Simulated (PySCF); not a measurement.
Compound: C7H13FO2.
SMILES with atom numbers: `[CH3:1][CH2:2][O:3][C@@H:4]1[CH2:5][C@@H:6]1[C@@H:7]([F:8])[O:9][CH3:10]` (hydrogens: H11, H12, H13 on C1; H14, H15 on C2; H16 on C4; H17, H18 on C5; H19 on C6; H20 on C7; H21, H22, H23 on C10)

The same species was optimised twice, with GFN2-xTB and with PBE0-D3(BJ)/def2-SVP (PySCF), and the same property calculations (PySCF, gas phase) were run on both structures.

| coordinate | GFN2-xTB | PBE0-D3(BJ)/def2-SVP | change |
| --- | --- | --- | --- |
| C7–F8 (Å) | 1.398 | 1.384 | -0.014 |
| O9–C10 (Å) | 1.416 | 1.404 | -0.012 |
| C6–C7 (Å) | 1.503 | 1.492 | -0.011 |
| C1–C2 (Å) | 1.525 | 1.515 | -0.010 |
| O3–C4 (Å) | 1.390 | 1.381 | -0.009 |
| C4–C5 (Å) | 1.492 | 1.485 | -0.007 |
| C2–O3 (Å) | 1.415 | 1.410 | -0.005 |
| C5–C6 (Å) | 1.506 | 1.504 | -0.002 |
| C7–O9 (Å) | 1.372 | 1.371 | -0.001 |
| C4–C6 (Å) | 1.512 | 1.511 | -0.001 |
| C4–C6–C7 (°) | 119.7 | 120.6 | +0.9 |
| O3–C4–C5 (°) | 117.5 | 116.6 | -0.9 |
| C6–C7–O9 (°) | 109.7 | 109.0 | -0.7 |
| C5–C6–C7 (°) | 118.0 | 118.6 | +0.6 |
| C6–C7–F8 (°) | 109.4 | 109.9 | +0.5 |
| C1–C2–O3 (°) | 113.9 | 114.3 | +0.4 |
| C2–O3–C4 (°) | 114.8 | 115.1 | +0.3 |
| C4–C6–C5 (°) | 59.2 | 59.0 | -0.2 |
| C1–C2–O3–C4 (°) | -75 | -79 | -4 |
| C2–O3–C4–C5 (°) | 175 | 174 | -1 |
| C5–C6–C7–F8 (°) | 67 | 69 | +2 |
| C6–C7–O9–C10 (°) | 175 | 173 | -2 |

Rotational constants: A = 1661, B = 1056, C = 714.6 MHz (GFN2-xTB) against A = 1658, B = 1071, C = 717.3 MHz (PBE0-D3(BJ)/def2-SVP). Point groups within 0.08 Å: C1 and C1.

On the GFN2-xTB structure: HOMO (eV) -7.11 [PBE0/pcSseg-1]; LUMO (eV) 1.45 [PBE0/pcSseg-1]; dipole (D) 2.07 [PBE0/pcSseg-1]; GIAO shielding of C1 (ppm) 169.6 [PBE0/pcSseg-1]; GIAO shielding of C2 (ppm) 115.1 [PBE0/pcSseg-1]; GIAO shielding of O3 (ppm) 284.3 [PBE0/pcSseg-1]; GIAO shielding of C4 (ppm) 126.3 [PBE0/pcSseg-1]; GIAO shielding of C5 (ppm) 178.3 [PBE0/pcSseg-1]; GIAO shielding of C6 (ppm) 161.1 [PBE0/pcSseg-1]; GIAO shielding of C7 (ppm) 68.6 [PBE0/pcSseg-1]; GIAO shielding of F8 (ppm) 330.5 [PBE0/pcSseg-1].

Problem. What do these properties become on the PBE0-D3(BJ)/def2-SVP structure?

Solution. 
```json
{"property": "HOMO (eV)", "level": "PBE0/pcSseg-1", "on GFN2-xTB": "-7.11", "on PBE0-D3(BJ)/def2-SVP": "-7.11", "change": "0.00"}
{"property": "LUMO (eV)", "level": "PBE0/pcSseg-1", "on GFN2-xTB": "1.45", "on PBE0-D3(BJ)/def2-SVP": "1.40", "change": "-0.05"}
{"property": "dipole (D)", "level": "PBE0/pcSseg-1", "on GFN2-xTB": "2.07", "on PBE0-D3(BJ)/def2-SVP": "2.00", "change": "-0.07"}
{"property": "energy, GFN2-xTB geometry as zero (kcal/mol)", "level": "PBE0/pcSseg-1", "on GFN2-xTB": "0.0", "on PBE0-D3(BJ)/def2-SVP": "-0.3", "change": "-0.3"}
{"property": "GIAO shielding of C1 (ppm)", "level": "PBE0/pcSseg-1", "on GFN2-xTB": "169.6", "on PBE0-D3(BJ)/def2-SVP": "168.0", "change": "-1.6"}
{"property": "GIAO shielding of C2 (ppm)", "level": "PBE0/pcSseg-1", "on GFN2-xTB": "115.1", "on PBE0-D3(BJ)/def2-SVP": "115.1", "change": "0.0"}
{"property": "GIAO shielding of O3 (ppm)", "level": "PBE0/pcSseg-1", "on GFN2-xTB": "284.3", "on PBE0-D3(BJ)/def2-SVP": "284.5", "change": "+0.2"}
{"property": "GIAO shielding of C4 (ppm)", "level": "PBE0/pcSseg-1", "on GFN2-xTB": "126.3", "on PBE0-D3(BJ)/def2-SVP": "126.2", "change": "-0.1"}
{"property": "GIAO shielding of C5 (ppm)", "level": "PBE0/pcSseg-1", "on GFN2-xTB": "178.3", "on PBE0-D3(BJ)/def2-SVP": "176.1", "change": "-2.2"}
{"property": "GIAO shielding of C6 (ppm)", "level": "PBE0/pcSseg-1", "on GFN2-xTB": "161.1", "on PBE0-D3(BJ)/def2-SVP": "160.8", "change": "-0.3"}
{"property": "GIAO shielding of C7 (ppm)", "level": "PBE0/pcSseg-1", "on GFN2-xTB": "68.6", "on PBE0-D3(BJ)/def2-SVP": "70.3", "change": "+1.7"}
{"property": "GIAO shielding of F8 (ppm)", "level": "PBE0/pcSseg-1", "on GFN2-xTB": "330.5", "on PBE0-D3(BJ)/def2-SVP": "335.1", "change": "+4.6"}
```

The heavy atoms differ by 0.042 Å rms after alignment. Among bonds between heavy atoms C7–F8 changes most (-0.014 Å). Changes are differences of the printed values. Neither structure is proved a minimum here.

Conformer computed: `[CH3:1][CH2:2][O:3][C@@H:4]1[CH2:5][C@@H:6]1[C@@H:7]([F:8])[O:9][CH3:10]`: C1–C2–O3–C4 -79°, C2–O3–C4–C5 174°, C5–C6–C7–F8 69°, C6–C7–O9–C10 173°.
